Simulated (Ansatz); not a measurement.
`CC[Se][SiH3]` → `[SiH3][SeH]` + `C=C` at 400 K and 1 bar (β-hydride elimination).

Program: Ansatz. Geometries: PBE0-D4/def2-TZVP. ΔE: electronic, gas phase. CCSD(T)/CBS adds triple-zeta CCSD(T) − MP2 to the extrapolated MP2 energy (def2 sets, frozen cores). This one scheme is used for every species. For Se outer-core shells are correlated without core-valence functions, which leaves a few kJ/mol of doubt a bond. Scalar relativity is left out up to krypton. One conformer a species, not always the lowest.

```json
{"species": "`CC[Se][SiH3]`", "CCSD(T)/CBS energy (Eh)": "-2770.72164", "H − E (kJ/mol)": "274.0", "S (J/(mol·K))": "396.1"}
{"species": "`[SiH3][SeH]`", "CCSD(T)/CBS energy (Eh)": "-2692.20088", "H − E (kJ/mol)": "107.1", "S (J/(mol·K))": "307.6"}
{"species": "`C=C`", "CCSD(T)/CBS energy (Eh)": "-78.48111", "H − E (kJ/mol)": "149.4", "S (J/(mol·K))": "232.7"}
```

H − E and S are ideal-gas, rigid-rotor, harmonic terms from PBE0-D4/def2-TZVP, for one conformer and one mirror image of each species. 1 Eh = 2625.50 kJ/mol, R = 8.31446 J/(mol·K).

Question: By hand: ΔE, ΔH, ΔS and ΔG.

Answer: ΔE = (-2692.20088) + (-78.48111) − (-2770.72164) = 0.03965 Eh = 104.1 kJ/mol. Δ(H − E) = 107.1 + 149.4 − 274.0 = -17.5, so ΔH = 86.6 kJ/mol. ΔS = 307.6 + 232.7 − 396.1 = 144.2 J/(mol·K). ΔG = 86.6 − 400 × (144.2)/1000 = 28.9 kJ/mol.

Question: By hand: the equilibrium constant, and the temperature at which ΔG would vanish if ΔH and ΔS stayed fixed.

Answer: log₁₀ K = −ΔG/(RT ln 10) = -3.8. ΔG = 0 at ΔH/ΔS = 601 K.

The number of gas molecules changes by +1, which sets the sign of ΔS. A doubt of 5 kJ/mol in ΔE shifts log₁₀ K by 0.7 here. Other conformers and mirror images would add mixing entropy, several J/(mol·K) or more a flexible species. Modes under 60 cm⁻¹, often nearly free rotors, make the harmonic entropy too high. These are equilibria of isolated gas molecules and say nothing of rates. Largest T1 diagnostic: 0.011 (customary marks: 0.02 for closed shells, 0.045 for open ones).
